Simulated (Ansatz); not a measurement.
Start from `[NH]=[Nb]([OH])([Cl])[Cl]` and change one atom or group to get `[NH]=[Nb]([OH])([OH])[Cl]`.

Ansatz, PBE0-D4/def2-TZVP geometries, multiplicity 1. Each molecule was computed in one conformer, which needn't be the lowest.

Elements past krypton have def2 core potentials.

```tsv
property	`[NH]=[Nb]([OH])([Cl])[Cl]`
HOMO energy (PBE/def2-TZVPP) / eV	-7.08
size of the dipole moment (B3LYP/def2-TZVPP) / D	3.06
zero-point energy (PBE0-D4/def2-TZVP) / kJ/mol	78.8
HOMO energy (PBE0/def2-TZVPP) / eV	-8.44
LUMO energy (B3LYP/def2-TZVPP) / eV	-2.33
HOMO–LUMO gap (B3LYP/def2-TZVPP) / eV	5.84
```

Problem. Give the same properties after the change, and the shifts. (Best estimate.)

Solution. Ansatz gave: 
```json
{"property": "HOMO energy (PBE/def2-TZVPP) / eV", "`[NH]=[Nb]([OH])([OH])[Cl]`": "-6.55", "shift": "0.53"}
{"property": "size of the dipole moment (B3LYP/def2-TZVPP) / D", "`[NH]=[Nb]([OH])([OH])[Cl]`": "2.46", "shift": "-0.60"}
{"property": "zero-point energy (PBE0-D4/def2-TZVP) / kJ/mol", "`[NH]=[Nb]([OH])([OH])[Cl]`": "106.0", "shift": "27.2"}
{"property": "HOMO energy (PBE0/def2-TZVPP) / eV", "`[NH]=[Nb]([OH])([OH])[Cl]`": "-7.98", "shift": "0.46"}
{"property": "LUMO energy (B3LYP/def2-TZVPP) / eV", "`[NH]=[Nb]([OH])([OH])[Cl]`": "-1.79", "shift": "0.54"}
{"property": "HOMO–LUMO gap (B3LYP/def2-TZVPP) / eV", "`[NH]=[Nb]([OH])([OH])[Cl]`": "5.93", "shift": "0.09"}
```

With PBE0 the HOMO rises by 0.46 eV and the LUMO rises by 0.56 eV, so the gap widens by about 0.10 eV. PBE moves the HOMO by 0.53 eV and ωB97M-V by 0.35 eV. The zero-point energy changes by 27.2 kJ/mol with +3 modes. Dipoles are sizes alone; their direction can turn.

Positive LUMOs are unbound, so they and the gaps depend on the basis.

B3LYP here is the variant with VWN-RPA as its local correlation; programs differ in this.
